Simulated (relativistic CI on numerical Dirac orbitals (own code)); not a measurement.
# What each ingredient does to the levels of Lu XXXIII

Base calculation: Dirac-Coulomb-Breit CI, orbitals from a KLI potential per configuration, model QED, unscaled Slater integrals.

CI space (outside the closed core [Ar] 3d10): 4s²4p⁶4d³, 4s²4p⁵4d⁴, 4s²4p⁶4d²4f, 4s4p⁶4d⁴, 4s²4p⁵4d³4f, 4s4p⁶4d³4f, 4s²4p⁶4d²5s, 4s²4p⁶4d4f5s, 4s²4p⁶4d²5p, 4s²4p⁶4d²5d, 4s²4p⁵4d³5s, 4s²4p⁶4d²5f, 4p⁶4d⁴4f, 4s²4p⁶4d5s5p, 4s²4p⁵4d³5p, 4s²4p⁶4d²5g, 4s4p⁶4d²4f5s, 4s4p⁶4d³5s, 4s²4p⁶4d²6s, 4s²4p⁶4d²6p, 4s²4p⁶4d²6f, 4s²4p⁶4d²7p, 4s²4p⁶4d4f², 4s²4p⁶4f³, 4s²4p⁵4d4f³, 4s4p⁶4d4f³, 4s²4p⁶4f²5s, 4s²4p⁶4d5s², 4s²4p⁶4f5s², 4s²4p⁵4d4f5s², 4s4p⁶4d4f5s², 4s²4p⁶4d5p², 4s²4p⁶4f5p², 4s²4p⁵4d4f5p², 4s4p⁶4d4f5p², 4s²4p⁶5s5p². Double excitations out of closed p, d and f shells are left out; levels of such configurations are missing from the list, as are those of other unlisted configurations, and high levels can miss mixing partners. These lack a partner that the ground configuration has and come out too high: 4s²4p⁶4d²5p, 4s²4p⁶4d²5d, 4s²4p⁵4d³5s, 4s²4p⁶4d²5f, 4s²4p⁵4d³5p.

Variants: (1) P86 correlation estimate; (2) only the first configuration; (3) one mean potential for all configurations. Shifts of the energy above 4s²4p⁶4d³ ⁴F3/2, in cm⁻¹, for the lowest level and the first level of each name with at least 55 % of one term (blank where a level changes its place among those of its configuration and J or its character, or is not in the variant):

```csv
Level,Base,Δ(1),Δ(2),Δ(3)
4s²4p⁶4d³ ⁴F3/2,0,0,0,0
4s²4p⁶4d³ ⁴F5/2,90411,0,+156,-1
4s²4p⁶4d³ ⁴P1/2,126066,+2,+2079,-2
4s²4p⁶4d³ ²P1/2,247106,+2,+1411,-5
4s²4p⁶4d³ ²H11/2,253388,+2,+2240,-10
4s²4p⁶4d³ ²F7/2,280689,+4,+4284,-8
4s²4p⁶4d³ ²D3/2,333349,-1,-730,-1
4s²4p⁵4d⁴ ⁴I°15/2,1433485,+1405,,-225
```

At this charge energies of transitions that change n are usually good to better than 1 %, and those within a shell (Δn = 0) to a few per cent. Terms inside the open d or f shell come out 10 to 20 % too wide with unscaled integrals.

Ionisation energy from the two ground configurations alone: base 1291.85 eV; P86 correlation estimate 1293.81 eV. The NIST ASD value (theoretical) is 1292 eV.

LS names give the leading component of a level, which can be under half, so a name can repeat, a term be missing and a line seem to break the LS rules.
